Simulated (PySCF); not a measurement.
The dipole of `N#C[C@@]1([SiH3])C[Si@@H]1S` from its density and from atomic charges.

Coordinates (GFN2-xTB, Å) and charges (e) from the PBE0/pcSseg-1 density (PySCF):

```tsv
atom	x	y	z	Mulliken	IAO	Hirshfeld	ESP-fitted
N1	-1.493	1.848	2.066	-0.2580	-0.2798	-0.2473	-0.4787
C2	-1.002	1.201	1.254	+0.1863	+0.1295	+0.0607	+0.2997
C3	-0.401	0.400	0.267	-0.8220	-0.5070	-0.1371	-0.0271
Si4	-1.645	-0.245	-1.024	+0.6197	+0.6367	+0.3233	+0.4929
C5	0.978	0.923	-0.226	-0.3432	-0.5106	-0.1548	-0.5748
Si6	1.116	-0.569	0.899	+0.6209	+0.7578	+0.3352	+0.3018
S7	1.511	-2.468	-0.008	-0.3187	-0.2784	-0.0999	-0.3220
H8	-2.677	-0.995	-0.315	-0.0606	-0.1041	-0.0655	-0.1064
H9	-2.198	0.908	-1.735	-0.0594	-0.1072	-0.0676	-0.1121
H10	-0.892	-1.091	-1.949	-0.0722	-0.1095	-0.0745	-0.1174
H11	1.143	0.829	-1.292	+0.1649	+0.1642	+0.0507	+0.1785
H12	1.252	1.905	0.137	+0.1690	+0.1742	+0.0543	+0.2308
H13	1.555	-0.465	2.273	+0.0067	-0.0802	-0.0429	+0.0068
H14	2.753	-2.182	-0.371	+0.1666	+0.1144	+0.0654	+0.2279
```

**Question.** What dipole does each set of charges give (1 e·Å = 4.803 D), and what does the density give?

**Answer.** The full density gives (3.22, -1.67, -2.61) D, 4.47 D in size; dipole vectors point from the negative to the positive end.

```json
{"scheme": "Mulliken", "μx": "2.94", "μy": "-2.11", "μz": "-2.35", "size (D)": "4.31", "share of the full size (%)": "96", "angle to the full dipole (°)": "7"}
{"scheme": "IAO", "μx": "2.78", "μy": "-2.66", "μz": "-1.85", "size (D)": "4.27", "share of the full size (%)": "95", "angle to the full dipole (°)": "17"}
{"scheme": "Hirshfeld", "μx": "2.56", "μy": "-2.39", "μz": "-1.74", "size (D)": "3.91", "share of the full size (%)": "87", "angle to the full dipole (°)": "16"}
{"scheme": "ESP-fitted", "μx": "3.22", "μy": "-1.65", "μz": "-2.56", "size (D)": "4.43", "share of the full size (%)": "99", "angle to the full dipole (°)": "0"}
```

**Question.** Which set comes closest?

**Answer.** Length of the difference vector: ESP-fitted 0.05 D, Mulliken 0.58 D, Hirshfeld 1.31 D, IAO 1.32 D. Closest: ESP-fitted. 

**Question.** What is left for the Hirshfeld atoms' own dipoles?

**Answer.** The Hirshfeld atoms' densities add up to the full density, so μ = Σ q r + Σ (atomic dipoles). The atomic dipoles sum to (3.22, -1.67, -2.61) − (2.56, -2.39, -1.74) = (0.66, 0.72, -0.87) D, 1.31 D in size.

**Question.** With the origin at the mean of the coordinates, (0.000, 0.000, -0.002) Å, which are the largest single terms, by size, of the Mulliken dipole along the direction of the full one?

**Answer.** N1 +3.69, S7 -3.08, H14 +2.41, C3 +2.35, C2 -1.70 D; all 14 atoms together +4.28 D. The single terms depend on the origin, their sum doesn't.

**Question.** Give the size of the full dipole in other units.

**Answer.** 4.47 D = 1.758 au = 0.930 e·Å = 14.91 × 10⁻³⁰ C·m.

One conformer (not necessarily the lowest) at the GFN2-xTB geometry, without solvent, vibrations or thermal averaging.

Conformer computed: `[N:1]#[C:2][C@@:3]1([SiH3:4])[CH2:5][Si@@H:6]1[SH:7]`: H–S7–Si6–C5 69°.
